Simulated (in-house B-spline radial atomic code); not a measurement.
A run on an ion of nuclear charge 1 with 1.5 electrons that did not converge. Method: non-relativistic revTPSS, spin-polarised, spherical fractional occupations, point nucleus; computed with a B-spline radial code for spherical atoms.

Command:
```bash
python run_scf.py task.json out
```
Settings:
```
Z                1
configuration    1s1.5
hamiltonian      nr
method           revtpss,revtpss
spin_polarised   True
```

First and last ten iterations of the last attempt (damped for 15 steps, keeping 80 % of the old Fock matrix, then DIIS):
```
 iter        energy (Eh)    residual
    1          -0.501679    2.37e-03
    2          -0.288925    5.66e-02
    3          -0.289073    5.65e-02
    4          -0.289242    5.65e-02
    5          -0.289437    5.65e-02
    6          -0.289661    5.65e-02
    7          -0.289920    5.64e-02
    8          -0.290220    5.64e-02
    9          -0.290567    5.63e-02
   10          -0.290970    5.63e-02
  111        6323.522586    1.04e+00
  112          12.760037    5.00e-01
  113          12.579014    4.99e-01
  114        6825.295162    5.01e+00
  115        4825.002341    9.49e-01
  116        4866.667946    9.48e-01
  117        3034.377233    4.34e+00
  118        3026.465596    4.32e+00
  119        3105.881361    4.24e+00
  120        3646.807344    3.78e+00
 not converged after 120 iterations
```

The smallest residual met was 2.4e-03; the threshold is about 1e-07. No energy from this run should be used. The likely cause: this method binds the added charge weakly or not at all at the basis-set limit, so charge moves back and forth between the atom and the box. Time taken, with all properties: 0.98 s on 1 thread of Arm Neoverse N1 (shared host).
